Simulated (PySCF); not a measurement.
C3HBr2Cl, SMILES BrC(Br)=C=CCl.

The structure is a stationary point at PBE0-D3(BJ)/def2-SVP. The structure was generated by enumeration, and PubChem lists no compound with its InChIKey, so it may never have been made.

The numbers are results of HF/def2-TZVP (PySCF), not measurements.

Symmetry labels are those of the subgroup Cs that the program uses (full group Cs).

Question: List the valence orbital energies around the gap with their symmetry. (The exact figures need the calculation; the answer reports its results.)

Answer: 
```json
[
 {"orbital": "HOMO−7", "symmetry": "A'", "energy (eV)": "-14.39"},
 {"orbital": "HOMO−6", "symmetry": "A\"", "energy (eV)": "-14.27"},
 {"orbital": "HOMO−5", "symmetry": "A'", "energy (eV)": "-12.92"},
 {"orbital": "HOMO−4", "symmetry": "A'", "energy (eV)": "-12.38"},
 {"orbital": "HOMO−3", "symmetry": "A\"", "energy (eV)": "-11.93"},
 {"orbital": "HOMO−2", "symmetry": "A\"", "energy (eV)": "-11.48"},
 {"orbital": "HOMO−1", "symmetry": "A\"", "energy (eV)": "-10.51"},
 {"orbital": "HOMO", "symmetry": "A'", "energy (eV)": "-10.14"},
 {"orbital": "LUMO", "symmetry": "A\"", "energy (eV)": "2.18"},
 {"orbital": "LUMO+1", "symmetry": "A'", "energy (eV)": "2.56"},
 {"orbital": "LUMO+2", "symmetry": "A'", "energy (eV)": "2.77"},
 {"orbital": "LUMO+3", "symmetry": "A'", "energy (eV)": "4.13"}
]
```
